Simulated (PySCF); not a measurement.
**Assigning NMR signals**

Bonds (- single, = double, # triple, : aromatic): C1-N2, N2=C3, C3-C4, C4:C5, C5:C6, C6:C7, C7:N8, N8:C9, C9:C4. C1 carries H10, H11, H12; C3 carries H13; C5 carries H14; C6 carries H15; C7 carries H16; C9 carries H17. Stereochemistry as in C/N=C/c1cccnc1.

- geometry: PBE0-D3(BJ)/def2-SVP
- NMR shieldings at CAM-B3LYP/pcSseg-1/GIAO
- B3LYP/pcJ-1 coupling constants (without the spin–dipole term)
- code: PySCF 2.14.0 with density-fitted response routines
- non-relativistic Hamiltonian, rapidly exchanging positions averaged, no solvent, a single conformation

Chemical shifts δ = σref − σ; 13C (σ = 182.45 ppm) and 1H (σ = 31.33 ppm) against TMS, all at this level.

(1) Assign these signals to the numbered atoms. 13C{1H} NMR (computed): δ 166.5, 161.5, 161.4, 143.8, 139.4, 131.6, 51.0.

(2) Assign these signals to the numbered atoms. 1H NMR (400 MHz, computed): δ 8.72 (dt, J = 8.9, 1.9 Hz, 1H), 8.69 (dd, J = 5.3, 1.7 Hz, 1H), 8.61 (d, J = 2.0 Hz, 1H), 8.02 (q, J = 2.2 Hz, 1H), 7.27 (m, 1H), 3.68 (d, J = 2.2 Hz, 3H).

## Answers

(1) 
| δ (ppm) | atoms | environment | reason |
| --- | --- | --- | --- |
| 166.5 | C3 | C=N carbon | – |
| 161.5 | C7 | aromatic CH next to a ring nitrogen | the adjacent pyridine-type nitrogen withdraws density from it |
| 161.4 | C9 | aromatic CH next to a ring nitrogen | – |
| 143.8 | C5 | aromatic CH | – |
| 139.4 | C4 | substituted aromatic carbon | – |
| 131.6 | C6 | aromatic CH | the aromatic region |
| 51.0 | C1 | methyl carbon bonded to N | pulled downfield by the heteroatom |

C7 and C9 lie closer than the usual error of such a calculation, so a measured spectrum could show them in the other order.

(2) 
```tsv
δ (ppm)	atoms	environment	reason
8.72	H14	hydrogen on an aromatic CH	ring-current deshielding
8.69	H16	hydrogen on an aromatic CH next to a ring nitrogen	ring current plus the neighbouring ring nitrogen
8.61	H17	hydrogen on an aromatic CH next to a ring nitrogen	–
8.02	H13	hydrogen on a C=N carbon	–
7.27	H15	hydrogen on an aromatic CH	ring-current deshielding
3.68	H10/H11/H12	hydrogen on a methyl carbon bonded to N	its carbon carries N, hence the downfield position
```

H14 and H16; H16 and H17 lie closer than the usual error of such a calculation, so a measured spectrum could show them in the other order.

Multiplet labels drop couplings under 1 Hz and merge nearly equal ones. Unscaled 3J(H,H) at this level run about 10 % above measured values. Shifts are as computed, not scaled to solution data. Of 1211 compounds with measured shifts, 218 miss one by over three times the rms of a fit or turn the order of signals round; such compounds aren't used in these exercises.
